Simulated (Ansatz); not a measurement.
FeO₄. Total charge 0; singlet. Geometry PBE0-D4/def2-SVP.

Cartesian coordinates in Å:
```
Fe 0.0000 0.0000 0.0000
O -0.0469 0.4271 -1.4926
O -1.0992 -1.0640 0.2689
O -0.2484 1.2403 0.9015
O 1.3945 -0.6033 0.3223
```

The restricted singlet is unstable towards broken spin symmetry at other levels; at LDA (SPW92)/def2-TZVP, r2SCAN-D4/def2-TZVP, r2SCAN-D4/def2-TZVPD, B97M-V/def2-TZVP and others this wasn't settled.

Problem. Estimate the orbital energies around the gap (eV) in Ansatz with LDA (SPW92)/def2-TZVP, r2SCAN-D4/def2-TZVP, r2SCAN-D4/def2-TZVPD, B97M-V/def2-TZVP, r2SCANh-D4/def2-TZVP.

Solution. 
```csv
orbital,LDA (SPW92)/def2-TZVP,r2SCAN-D4/def2-TZVP,r2SCAN-D4/def2-TZVPD,B97M-V/def2-TZVP,r2SCANh-D4/def2-TZVP
HOMO−9,-13.59,-13.85,-13.84,-13.90,-14.64
HOMO−8,-13.59,-13.76,-13.75,-13.75,-14.58
HOMO−7,-13.59,-13.76,-13.75,-13.75,-14.58
HOMO−6,-11.12,-11.28,-11.28,-11.32,-11.88
HOMO−5,-10.44,-10.56,-10.56,-10.60,-11.19
HOMO−4,-10.44,-10.56,-10.56,-10.60,-11.19
HOMO−3,-10.44,-10.56,-10.56,-10.60,-11.19
HOMO−2,-8.86,-8.99,-8.99,-9.04,-9.57
HOMO−1,-8.86,-8.99,-8.99,-9.04,-9.57
HOMO,-8.86,-8.99,-8.99,-9.04,-9.57
LUMO,-7.03,-7.02,-7.02,-7.05,-6.85
LUMO+1,-7.03,-7.02,-7.02,-7.05,-6.85
LUMO+2,-5.18,-5.01,-5.01,-4.99,-4.74
LUMO+3,-5.18,-5.01,-5.01,-4.99,-4.74
LUMO+4,-5.18,-5.01,-5.01,-4.99,-4.74
LUMO+5,0.01,0.81,0.37,0.30,0.96
```
